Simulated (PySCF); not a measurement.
First SCF of a structure search on singlet AlF₃, at a hand-made T-shaped geometry. PySCF input:

```python
from pyscf import gto, scf, dft
mol = gto.M(atom='''
Al     0.000000     0.000000     0.000000
F      0.000000     0.000000     1.900000
F      1.898800     0.000000     0.066300
F     -1.898800     0.000000     0.066300''',
    basis={'Al': 'def2-TZVP', 'F': 'def2-TZVP'},
    charge=0, spin=0)
mf = dft.RKS(mol, xc='PBE0')
mf.grids.atom_grid = (50, 194)
aux = {'Al': 'def2-universal-JKFIT', 'F': 'def2-universal-JKFIT'}
mf = mf.density_fit(auxbasis=aux)
mf.conv_tol = 1e-08
mf.diis_space = 10
mf.max_cycle = 60
mf.init_guess = 'minao'
mf.verbose = 4
mf.kernel()
```

Excerpt of the output (cycles and frontier levels):

```
init E= -541.50603037143
  HOMO = -0.491003663242704  LUMO = -0.18455903596324  gap/eV = 8.33878
cycle= 1 E= -541.550824182968  delta_E= -0.0448  |g|= 1.11  |ddm|= 1.89
  HOMO = -0.17072022691157  LUMO = -0.168102019935502  gap/eV = 0.07125
cycle= 2 E= -539.101640317867  delta_E= 2.45  |g|= 3.25  |ddm|= 2.77
  HOMO = -0.346822992006404  LUMO = -0.162149444835372  gap/eV = 5.02522
cycle= 3 E= -541.663427199175  delta_E= -2.56  |g|= 0.854  |ddm|= 2.42
  HOMO = -0.372888897283443  LUMO = -0.178713211294642  gap/eV = 5.28379
cycle= 4 E= -541.780140955588  delta_E= -0.117  |g|= 0.133  |ddm|= 0.355
  HOMO = -0.34306983486897  LUMO = -0.190563271927466  gap/eV = 4.14991
cycle= 5 E= -541.786781272983  delta_E= -0.00664  |g|= 0.0319  |ddm|= 0.177
  HOMO = -0.352085116612398  LUMO = -0.186994409680317  gap/eV = 4.49235
cycle= 6 E= -541.786980242386  delta_E= -0.000199  |g|= 0.00693  |ddm|= 0.0233
  HOMO = -0.353714023996895  LUMO = -0.186526897398274  gap/eV = 4.54939
cycle= 7 E= -541.786989390238  delta_E= -9.15e-06  |g|= 0.00157  |ddm|= 0.00522
  HOMO = -0.353929065535185  LUMO = -0.186507221036436  gap/eV = 4.55578
cycle= 8 E= -541.786990027933  delta_E= -6.38e-07  |g|= 0.000232  |ddm|= 0.00173
  HOMO = -0.353929965176957  LUMO = -0.186481928073199  gap/eV = 4.55649
cycle= 9 E= -541.786990045996  delta_E= -1.81e-08  |g|= 6.23e-05  |ddm|= 0.000342
  HOMO = -0.353937041028197  LUMO = -0.186486152863168  gap/eV = 4.55657
cycle= 10 E= -541.786990047221  delta_E= -1.23e-09  |g|= 1.07e-05  |ddm|= 8.27e-05
  HOMO = -0.353936122662511  LUMO = -0.186486709452886  gap/eV = 4.55653
Extra cycle  E= -541.78699004722  delta_E= 1.48e-12  |g|= 1.78e-05  |ddm|= 1.83e-05
converged SCF energy = -541.78699004722
```

No lower solution of this spin was found by a stability analysis within the restricted form, which does not test spin polarisation.

The search for the lowest solution, with the stability check, took 5.5 s on 4 threads of a shared Arm Neoverse V1 host, with 130 basis functions; the process peaked at 0.43 GiB. Launch command: `OMP_NUM_THREADS=4 python axn.py task.json out`.
